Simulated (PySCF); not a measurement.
System: sum formula H6SiNO3, charge 1, multiplicity 1. It need not be the lowest isomer of its formula. 
Structure (B3LYP-D3(BJ)/def2-TZVP (Ansatz) minimum search):
```xyz
11

N     -0.4306    -1.4565    -0.7929
Si    -0.1670    -0.0759     0.0873
O      0.5627    -0.1563     1.5165
O     -1.3515     0.9574    -0.1841
O      1.3115     0.7453    -0.6440
H     -1.2437    -1.5642    -1.3810
H      0.0867    -2.3135    -0.6738
H      0.1889    -0.5616     2.3050
H     -1.4885     1.7947     0.2681
H      1.5110     0.6919    -1.5920
H      2.1153     0.8397    -0.1061
```
Charge +1, spin multiplicity 1.

Dispersion corrections to the total energy (kcal/mol) from the dftd3 and dftd4 libraries through PySCF: D3(BJ) without and D4 with the three-body term, each with the damping fitted for the functional named.

```json
[
 {"functional": "TPSS", "D3(BJ)": "-5.93", "D4": "-6.11"},
 {"functional": "TPSSh", "D3(BJ)": "___", "D4": "-5.53"},
 {"functional": "B3LYP", "D3(BJ)": "-8.19", "D4": "___"},
 {"functional": "LC-wPBE", "D3(BJ)": "-4.43", "D4": "-5.02"},
 {"functional": "B2PLYP", "D3(BJ)": "-3.82", "D4": "___"},
 {"functional": "PBE", "D3(BJ)": "-4.71", "D4": "-4.52"},
 {"functional": "CAM-B3LYP", "D3(BJ)": "-3.68", "D4": "-3.79"}
]
```

Task: Fill in the missing entries.

Result: 
- TPSSh, D3(BJ): -5.44
- B3LYP, D4: -7.29
- B2PLYP, D4: -3.14
